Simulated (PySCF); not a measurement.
Atom-mapped SMILES (the numbers label the heavy atoms): `[CH2:1]=[CH:2][C:3](=[CH2:4])[Si@H:5]([PH2:6])[C:7]([CH3:8])=[O:9]` (H(Xn): hydrogen on atom n). Ha(C4) is cis to C2; Ha(C1) is cis to C3; Hb(C4) is trans to C2; Hb(C1) is trans to C3.

How the numbers were obtained: shieldings: GIAO PBE0/pcSseg-1, GFN2-xTB geometry, in PySCF (a single conformation, no relativistic terms, rapidly exchanging positions averaged, in vacuum).

Question: List the cross peaks expected in HSQC, COSY and HMBC spectra.

Answer: 

HSQC (one-bond C–H):
```csv
δH,δC
6.77 (H(C2)),149.4 (C2)
6.30 (Ha(C4)),143.7 (C4)
5.91 (Hb(C4)),143.7 (C4)
5.45 (Hb(C1)),124.5 (C1)
5.09 (Ha(C1)),124.5 (C1)
2.52 (H(C8)),40.8 (C8)
```

COSY cross peaks (H two or three bonds apart, from the bond graph; peaks can be absent where the dihedral angle is near 90°):
```csv
δH,δH
6.77 (H(C2)),5.45 (Hb(C1))
6.77 (H(C2)),5.09 (Ha(C1))
6.30 (Ha(C4)),5.91 (Hb(C4))
5.45 (Hb(C1)),5.09 (Ha(C1))
5.17 (H(Si5)),1.14 (H(P6))
```

HMBC (two and three bonds, from the bond graph):
```csv
δH,δC
6.77 (H(C2)),"149.9 (C3), 143.7 (C4), 124.5 (C1)"
6.30 (Ha(C4)),"149.9 (C3), 149.4 (C2)"
5.91 (Hb(C4)),"149.9 (C3), 149.4 (C2)"
5.45 (Hb(C1)),"149.9 (C3), 149.4 (C2)"
5.17 (H(Si5)),"243.2 (C7), 149.9 (C3), 149.4 (C2), 143.7 (C4), 40.8 (C8)"
5.09 (Ha(C1)),"149.9 (C3), 149.4 (C2)"
2.52 (H(C8)),243.2 (C7)
1.14 (H(P6)),"243.2 (C7), 149.9 (C3)"
```

Shifts are taken against calculated references (same method and geometry level): 1H (31.72 ppm) and 13C (186.93 ppm) against TMS.

Short H···H contacts in this conformer between protons four or more bonds apart (candidates for NOE cross peaks, intensity ∝ r⁻⁶): H(C2)···Ha(C4) 2.37 Å, Ha(C1)···H(C8) 2.78 Å, Ha(C1)···H(Si5) 2.78 Å.

Shifts are as computed. Against solution values, carbons near 30 ppm lie about +3 ppm off and those near 130 ppm about +5 ppm. Of 1309 compounds with measured shifts, 239 miss one by over three times the rms of a fit or turn the order of signals round; such compounds aren't used in these exercises.
